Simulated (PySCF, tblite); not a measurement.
Write Cartesian coordinates for `O=[P@H]1C(=CC(C)=C1)[SiH3]` as optimised with GFN2-xTB.

```xyz
17
C5H9OPSi angstrom
C     -2.624   -0.750   -0.367
C     -1.340   -0.096    0.011
C     -1.202    1.004    0.769
P      0.555    1.393    0.928
O      1.144    1.602    2.252
C      1.047   -0.044   -0.059
Si     2.842   -0.460   -0.396
C     -0.074   -0.667   -0.450
H     -3.471   -0.249    0.094
H     -2.747   -0.728   -1.450
H     -2.616   -1.794   -0.056
H     -2.007    1.570    1.203
H      0.749    2.470    0.057
H      2.854   -1.640   -1.264
H      3.447    0.684   -1.084
H      3.518   -0.728    0.869
H     -0.082   -1.555   -1.066
```

Orientation and origin are arbitrary. Atoms count from 1 in this order. P4 (phosphoryl phosphorus) has angles from 92.6° to 120.1°. The 5-membered ring C2–C3–P4–C6–C8 has internal angles of 92.6° to 116.8° (sum 540°, against 540° for a flat polygon); it is planar, 0.01 Å rms from its mean plane, widest ring torsion 2°. Si7 (SiH3 silicon) is tetrahedral (angles from 107.0° to 111.2°). The 4 C–C bonds span 1.341 Å (C6=C8, drawn double) to 1.490 Å (C1–C2, drawn single), a spread of 0.149 Å.

Bonds between heavy atoms (Å): C1–C2 1.490, C2=C3 1.343, C3–P4 1.806, P4=O5 1.464, P4–C6 1.812, C6–Si7 1.873, C6=C8 1.341, C2–C8 1.463.

Computed geometry: GFN2-xTB, gas phase.

Point group: C1 (no symmetry element, even within 0.4 Å). Its GFN2-xTB frequencies are all real (lowest 63 cm⁻¹).
